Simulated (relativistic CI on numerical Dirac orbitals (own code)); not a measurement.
Sensitivity of the levels of Cu⁹⁺ to α and to the nuclear radius

These numbers are calculated, not measured: Dirac-Coulomb-Breit CI, orbitals from a KLI potential per configuration, derivatives by finite differences, unscaled Slater integrals, QED left out (own radial code, finite nucleus).

CI space (outside the closed core [Ne]): 3s2 3p6 3d2, 3s2 3p5 3d3, 3s 3p6 3d3, 3s2 3p6 3d 4s, 3s2 3p6 3d 4p, 3s2 3p6 4s2, 3s2 3p6 4s 4p. Double excitations out of closed p, d and f shells are left out; levels of such configurations are missing from the list, as are those of other unlisted configurations, and high levels can miss mixing partners.

With x = (α/α₀)² − 1 an excitation energy changes as ω = ω₀ + qx; K = 2q/ω₀ is the relative enhancement. Terms are leading LS components, so labels can repeat. The field-shift factor is F = δν/δ⟨r²⟩ for the transition from the lowest level.

Lowest level 3s2 3p6 3d2 3F_2.

```tsv
Level	ω₀ (cm⁻¹)	q (cm⁻¹)	K	F (GHz/fm²)
3s2 3p6 3d2 3F_3	2396	2544	2.12	0.0112
3s2 3p6 3d2 3F_4	5227	5282	2.02	0.0234
3s2 3p6 3d2 1D_2	26399	2247	0.17	0.0159
3s2 3p6 3d2 3P_0	29530	1630	0.11	0.0109
3s2 3p6 3d2 3P_1	30445	2703	0.178	0.0154
3s2 3p6 3d2 3P_2	32620	5419	0.332	0.0278
3s2 3p6 3d2 1G_4	42125	3212	0.153	0.0498
3s2 3p6 3d2 1S_0	102815	3554	0.0691	0.135
3s2 3p5 3d3 5S°_2	490400	13020	0.0531	0.578
3s2 3p5 3d3 5D°_2	494759	8816	0.0356	0.585
3s2 3p5 3d3 5D°_3	494920	8672	0.035	0.593
3s2 3p5 3d3 5D°_1	495110	9640	0.0389	0.578
3s2 3p5 3d3 5D°_0	495500	10500	0.0424	0.573
3s2 3p5 3d3 5D°_4	496093	9706	0.0391	0.601
3s2 3p5 3d3 5F°_5	504702	10480	0.0415	0.61
3s2 3p5 3d3 5F°_1	507000	13880	0.0548	0.565
3s2 3p5 3d3 5F°_4	507226	13860	0.0546	0.588
3s2 3p5 3d3 5F°_2	507628	14600	0.0575	0.569
3s2 3p5 3d3 5F°_3	507862	14740	0.0581	0.576
3s2 3p5 3d3 5G°_6	518083	8916	0.0344	0.632
3s2 3p5 3d3 5G°_5	523054	13760	0.0526	0.607
3s2 3p5 3d3 5G°_4	526545	16520	0.0627	0.588
3s2 3p5 3d3 5G°_2	528428	13370	0.0506	0.599
```

At this charge energies of transitions that change n are usually good to better than 1 %, and those within a shell (Δn = 0) to a few per cent. Terms inside the open d or f shell come out 10 to 20 % too wide with unscaled integrals.
